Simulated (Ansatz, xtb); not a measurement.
## C4H2BrClS: which of two isomers lies lower

We compare I, `Clc1cscc1Br`, a singlet, with II, `Clc1ccc(Br)s1`, a singlet. Both are isolated molecules in the gas phase, relaxed with B3LYP/def2-SVP.

I (Å):

```yaml
atoms:
  - { symbol: C, position_ang: [-0.4025, 0.4346, 0.5312] }
  - { symbol: C, position_ang: [0.3196, -0.2280, 1.4907] }
  - { symbol: C, position_ang: [-1.4639, -1.6464, 0.4903] }
  - { symbol: C, position_ang: [-1.4324, -0.3857, -0.0462] }
  - { symbol: Br, position_ang: [-2.6107, 0.2081, -1.3948] }
  - { symbol: Cl, position_ang: [-0.1059, 2.0752, 0.0679] }
  - { symbol: S, position_ang: [-0.2442, -1.8485, 1.6994] }
  - { symbol: H, position_ang: [1.1491, 0.1608, 2.0777] }
  - { symbol: H, position_ang: [-2.1402, -2.4597, 0.2353] }
```

II (Å):

```xyz
9

C    -1.1709    0.8542    0.2184
C     0.0173    0.2847    0.5962
C    -0.1126   -1.1112    0.8764
C    -1.3952   -1.5627    0.7038
Br   -2.0289   -3.3155    0.9558
Cl   -1.4530    2.5020   -0.2049
S    -2.4810   -0.2985    0.1945
H     0.9498    0.8443    0.6707
H     0.7111   -1.7516    1.1925
```

Quicker runs give these differences E(II) − E(I): GFN2-xTB +3.9 kcal/mol; HF/STO-3G +1.1 kcal/mol (at GFN2-xTB geometries); r2SCAN-D4/def2-SVP +3.0 kcal/mol (at GFN2-xTB geometries).

**Question.** Estimate E(II) − E(I) at the level CCSD(T)/def2-SVP + ΔMP2/def2-TZVPP.

**Answer.** Calculated at CCSD(T)/def2-SVP + ΔMP2/def2-TZVPP: E(II) − E(I) = +3.7 kcal/mol, so structure I lies lower.

Level by level:

```tsv
level	geometry	E(II) − E(I) (kcal/mol)	departure from the last row (kcal/mol)	job, with rough time for the two
GFN2-xTB	GFN2-xTB	+3.9	+0.2	optimisation, 0.13 s
HF/STO-3G	GFN2-xTB	+1.1	−2.6	single point, 0.74 s
r2SCAN-D4/def2-SVP	GFN2-xTB	+3.0	−0.7	single point, 5.5 s
B3LYP/def2-SVP	B3LYP/def2-SVP	+2.5	−1.2	optimisation, 40 s
HF/def2-SVP	B3LYP/def2-SVP	+3.2	−0.5	part of the CCSD(T) run
MP2/def2-SVP	B3LYP/def2-SVP	+3.3	−0.4	part of the CCSD(T) run
CCSD(T)/def2-SVP	B3LYP/def2-SVP	+3.1	−0.6	single point
CCSD(T)/def2-SVP + ΔMP2/def2-TZVPP	B3LYP/def2-SVP	+3.7		single point, 89 s
```

As drawn, both hold the same kinds of bond in the same numbers.

None of the levels shown reverses the order. The largest departure from CCSD(T)/def2-SVP + ΔMP2/def2-TZVPP is that of HF/STO-3G, 2.6 kcal/mol. The last row adds to CCSD(T) the change of the MP2 difference between the two basis sets, here +0.6 kcal/mol.

With thermal terms from frequencies at re-optimised GFN2-xTB minima (ideal gas, soft modes damped towards free rotors, one conformer each, 298.15 K, 1 atm): the zero-point term adds 0.0 kcal/mol; ΔH is +3.8 and ΔG +3.7 kcal/mol.

The correlated steps freeze 23 core orbitals; the filled d shell of Br is correlated, in a basis made for valence electrons. Programs: Ansatz 0.2.0, xtb 6.7.1; the last row on 2 threads of Arm Neoverse V2 on a shared host.
